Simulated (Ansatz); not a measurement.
Species: 2,3-dihydro-1,4-diselenine, C4H6Se2, net charge 0, singlet state. SMILES: C1[Se]CC[Se]C=1
Structure (B3LYP-D3(BJ)/def2-TZVP (Ansatz, a program for electronic structure) minimum search):
```xyz
12

C      1.6141    -0.1618    -0.2022
C      1.2598     0.9325     0.4645
Se    -0.4758     1.5664     0.9148
C     -1.5679     0.3615    -0.1948
C     -1.1884    -1.1007    -0.0567
Se     0.5272    -1.5526    -0.9102
H      2.6638    -0.3487    -0.3940
H      2.0283     1.6069     0.8223
H     -2.5837     0.5290     0.1660
H     -1.5062     0.6931    -1.2282
H     -1.9092    -1.7338    -0.5760
H     -1.1458    -1.4042     0.9861
```
Charge 0, spin multiplicity 1.

Wanted: vertical triplet-singlet gap (E(triplet) - E(singlet); each state is the SCF solution reached for its spin), in kcal/mol. Valence correlation only, unless marked. UHF or UKS for open shells. Spin-orbit coupling is left out. The frozen core is the preceding noble-gas configuration, with the filled d and f shells of earlier blocks. No relativistic terms. CBS marks a two-point X^-3 extrapolation of the correlation energy; Hartree-Fock from the larger set. The bracket is a focal-point correction in the basis named.

RI-MP2/CBS(aug-cc-pVTZ,aug-cc-pVQZ)+[CCSD(T)-MP2]/aug-cc-pVTZ (Ansatz) gives 85.4 kcal/mol.

Another calculation gave 73.3 kcal/mol. Which level was it?
A. CAM-B3LYP/def2-TZVPD (Ansatz)
B. wB97M-V/def2-TZVPD (Ansatz)
C. B3LYP/def2-TZVPD (Ansatz)
D. PBE/def2-TZVPD (Ansatz)

D, PBE/def2-TZVPD (Ansatz). The others give 81.4 (CAM-B3LYP), 78.1 (B3LYP), 85.7 (wB97M-V) kcal/mol.
